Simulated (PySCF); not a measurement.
C₂H₂O₄, SMILES O=C(O)C(=O)O. Atoms are numbered in the order given.

```xyz
8

O     -0.9593    -1.4723     0.0000
C      0.1617    -0.7528     0.0000
O      1.2726    -1.2020     0.0000
C     -0.1617     0.7528     0.0000
O      0.9593     1.4723     0.0000
O     -1.2726     1.2020     0.0000
H     -0.6938    -2.4060     0.0000
H      0.6938     2.4060     0.0000
```

Geometry optimised at ωB97X-D3(BJ)/def2-SVP. The values are those of a single conformer.

The numbers are results of KT2/pcSseg-1 (PySCF), not measurements.

GIAO shieldings, no solvent; atoms alike by connectivity are averaged. δ = σ(ref) − σ: ¹⁷O against H2O (σ = 330.4 ppm); ¹³C against TMS (σ = 185.1 ppm); ¹H against TMS (σ = 31.47 ppm), references at their B3LYP-D3(BJ)/def2-TZVP geometries, non-relativistic.

Computed chemical shifts:
```
nucleus   atoms  count  δ (ppm)
-------  ------  -----  -------
¹⁷O      O3, O6      2    411.9
¹⁷O      O1, O5      2    214.0
¹³C      C2, C4      2    151.4
¹H       H7, H8      2     5.98
```
